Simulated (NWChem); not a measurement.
Species: C₂H₃F₃Si; SMILES F[SiH2]C=C(F)F

```xyz
9

F     -0.6054     2.6603     0.0000
Si     0.4133     1.4053     0.0000
C     -0.6449    -0.1219     0.0000
C     -0.1438    -1.3501     0.0000
F     -0.8312    -2.4797     0.0000
F      1.1587    -1.6229     0.0000
H      1.2674     1.4857     1.2121
H      1.2674     1.4857    -1.2121
H     -1.7283    -0.0428     0.0000
```
Atoms are numbered in this order, from 1.

Results from NWChem. Pople sets run with spherical d functions. Coordinates come from a B3LYP/6-31G* (spherical d) optimisation. B3LYP is NWChem's, with the RPA form of VWN correlation. Level: B3LYP/6-31G* with SMD (1 M gas to 1 M solution), gas-phase geometry. Reactions with the solvent are ignored.

Q: What does the run give for solvent toluene? Quantities: solvation free energy (kcal/mol); cavity-dispersion-structure term (kcal/mol); dipole in solution (D).

A: 
```
Quantity                                     Value
-------------------------------------------  -----
solvation free energy (kcal/mol)              -0.4
cavity-dispersion-structure term (kcal/mol)    0.9
dipole in solution (D)                        0.76
```
